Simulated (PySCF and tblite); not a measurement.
Values are calculated unless marked as measured or tabulated.
## Barrier and rate of a pyramidal inversion

System: C₃H₉NSi, numbered as in [CH3:1][C@@H:2]1[CH2:3][N:4]1[SiH3:5].

Motion: pyramidal inversion at N4. Level: PBE0/pcSseg-1 + D3(BJ) on PBE0-D3(BJ)/def2-SVP stationary points, with GFN2-xTB thermal terms. Rates follow Eyring's equation with the number of equivalent paths and no tunnelling. (PySCF 2.14 with density fitting, tblite 0.8.)

| point | symmetry | E(GFN2) kcal/mol | E(DFT) kcal/mol | ZPE change kcal/mol | lowest mode cm⁻¹ | dipole D |
| --- | --- | --- | --- | --- | --- | --- |
| start | C1 | 0.0 | 0.0 | 0.00 | 117 | 1.47 |
| saddle | C1 | 2.9 | 2.3 | -0.60 | 157i | 1.29 |
| end | C1 | 0.3 | -1.1 | -0.08 | 120 | 1.24 |

```
Electronic barrier                                      : 2.2 kcal/mol
Barrier with zero-point energy                          : 1.6 kcal/mol
ΔH‡ (298 K)                                             : 1.4 kcal/mol
ΔS‡ (298 K, symmetry apart)                             : -1.3 cal/(mol K)
Paths                                                   : 1 equivalent path
End point                                               : a different minimum
Mean lifetime of the start against this motion at 298 K : 3.3 ps
Cost                                                    : 2.5 min on 1 thread of Arm Neoverse V2 (shared host) (rough), peak memory 0.69 GiB, launched as `OMP_NUM_THREADS=1 python ens_run.py task.json out`
```

```csv
T/K,ΔG‡ kcal/mol,k s⁻¹,ΔG kcal/mol,k back s⁻¹
150,1.6,1.3×10¹⁰,-1.2,2.3×10⁸
200,1.7,6.3×10¹⁰,-1.2,2.8×10⁹
250,1.7,1.6×10¹¹,-1.3,1.3×10¹⁰
298,1.8,3×10¹¹,-1.3,3.4×10¹⁰
350,1.9,4.8×10¹¹,-1.3,7.3×10¹⁰
400,2.0,6.8×10¹¹,-1.4,1.2×10¹¹
500,2.2,1.1×10¹²,-1.4,2.7×10¹¹
```

ΔG and ΔG‡ leave out symmetry numbers and mirror images; rates count paths: 1 out, 1 back.
